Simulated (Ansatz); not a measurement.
Consider the ligand exchange at a Ge–Br bond: `[NH2][Ge][Br]` + NH₃ → `[NH2][Ge][NH2]` + HBr.

Isolated molecules relaxed with PBE0-D4/def2-TZVP in Ansatz; ΔE leaves out vibrations. CBS: MP2 limit from def2 TZ/QZ plus the TZ coupled-cluster correction, frozen cores. This one scheme is used for every species. DFT in def2-TZVPP. B3LYP here is the variant with VWN-RPA as its local correlation; programs differ in this. HSE06 is defined as in plane-wave codes. For Br, Ge outer-core shells are correlated without core-valence functions, which leaves a few kJ/mol of doubt a bond. Scalar relativity is left out up to krypton. One conformer a species, not always the lowest.

Problem. Is it downhill or uphill in electronic energy at CCSD(T)/CBS, and by how much? (An estimate is asked.)

Solution. Ansatz gave: Uphill: ΔE = +84.3 kJ/mol.

Problem. What do these levels give: LDA (SPW92), BLYP-D4, PBE0-D4, B3LYP-D4, BHLYP-D4, ωB97M-V, BLYP, B3LYP, HSE06, HF/def2-QZVPP, HF/CBS(def2), CCSD/CBS(def2)? (Estimate.)

Solution. Computed: LDA (SPW92) 80.4, BLYP-D4 91.1, PBE0-D4 91.3, B3LYP-D4 90.9, BHLYP-D4 91.9, ωB97M-V 86.2, BLYP 91.2, B3LYP 90.3, HSE06 91.4, HF/def2-QZVPP 88.5, HF/CBS(def2) 88.3, CCSD/CBS(def2) 83.9 kJ/mol.

Largest T1 diagnostic among the species: 0.013.

In def2-TZVPP, CCSD(T) changes the Hartree–Fock value by −9.6 kJ/mol (the triples alone add +0.4 kJ/mol) and MP2 by −8.0 kJ/mol. At CCSD(T), def2-SVP lies −7.2 kJ/mol from the extrapolated value and def2-TZVPP −4.1 kJ/mol. Leaving LDA and LC-ωPBE aside and taking each functional with its dispersion term where it has one, the values, not all of them listed here, spread over 9.5 kJ/mol, from CAM-B3LYP-D4 to HSE06-D4. LDA lies −11.1 kJ/mol from PBE without D4.
